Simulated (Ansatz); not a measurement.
Calculated with Ansatz (gas phase, PBE0-D4/def2-TZVP geometries, no zero-point term in ΔE). CCSD(T)/CBS adds triple-zeta CCSD(T) − MP2 to the extrapolated MP2 energy (def2 sets, frozen cores). This one scheme is used for every species. Functionals use def2-TZVPP. B3LYP here is the variant with VWN-RPA as its local correlation; programs differ in this. For Ge outer-core shells are correlated without core-valence functions, which leaves a few kJ/mol of doubt a bond. Scalar relativity is left out up to krypton. One conformer a species, not always the lowest.

Consider the formal exchange of groups at a Ge–C bond: `[CH3][GeH3]` + `NCO[SiH2]Cl` → `Cl[SiH2][GeH3]` + `COCN`.

`[CH3][GeH3]`:

Cartesian coordinates in Å:
```
C 0.680 -0.633 -0.459
Ge -0.602 0.560 0.406
H 1.549 -0.070 -0.802
H 1.015 -1.400 0.240
H 0.220 -1.121 -1.319
H 0.045 1.255 1.618
H -1.827 -0.233 0.895
H -1.080 1.641 -0.579
```

`NCO[SiH2]Cl`:

```xyz
11

N    -1.932   -0.817    0.426
C    -0.533   -0.740    0.250
O    -0.102    0.557   -0.195
Si    1.446    1.037   -0.322
Cl    2.457   -0.077   -1.727
H    -2.426   -0.649   -0.441
H    -2.260   -0.156    1.118
H    -0.037   -0.966    1.200
H    -0.221   -1.478   -0.495
H     1.430    2.444   -0.767
H     2.179    0.846    0.953
```

`Cl[SiH2][GeH3]`:

Cartesian coordinates in Å:
```
Cl 2.605 -0.064 0.316
Si 0.649 -0.059 0.969
Ge -0.798 0.059 -0.914
H 0.428 -1.302 1.748
H 0.474 1.112 1.864
H -0.526 1.347 -1.705
H -2.265 0.059 -0.448
H -0.566 -1.152 -1.830
```

`COCN`:

Z-matrix (Å, degrees):
```
C
O 1 1.400
H 1 1.100 2 111.4
H 1 1.090 2 107.6 3 119.0
H 1 1.098 2 112.4 3 -122.0
C 2 1.415 1 113.6 3 55.3
N 6 1.428 2 116.9 1 70.1
H 6 1.091 2 104.6 1 -169.4
H 6 1.099 2 109.3 1 -53.1
H 7 1.011 6 111.6 2 54.6
H 7 1.010 6 112.9 2 -68.6
```

(1) Is it downhill or uphill in electronic energy at CCSD(T)/CBS, and by how much? (Estimate.)

(2) What do these levels give: PBE-D4, PBE0-D4, ωB97M-V, PBE, B3LYP, MP2/def2-TZVPP, CCSD/def2-TZVPP, CCSD(T)/def2-TZVPP, HF/def2-QZVPP, SCS-MP2/def2-QZVPP, HF/CBS(def2), CCSD/CBS(def2)? (Estimate.)

Largest T1 diagnostic among the species: 0.011.

Results:

(1) The calculation gave: Uphill: ΔE = +1.71 eV.

(2) Ansatz gave: PBE-D4 1.47, PBE0-D4 1.54, ωB97M-V 1.70, PBE 1.47, B3LYP 1.63, MP2/def2-TZVPP 1.82, CCSD/def2-TZVPP 1.72, CCSD(T)/def2-TZVPP 1.71, HF/def2-QZVPP 1.81, SCS-MP2/def2-QZVPP 1.81, HF/CBS(def2) 1.81, CCSD/CBS(def2) 1.73 eV.

From PBE to PBE0 (25 % exact exchange), in def2-TZVPP and without D4, ΔE moves by +0.07 eV.
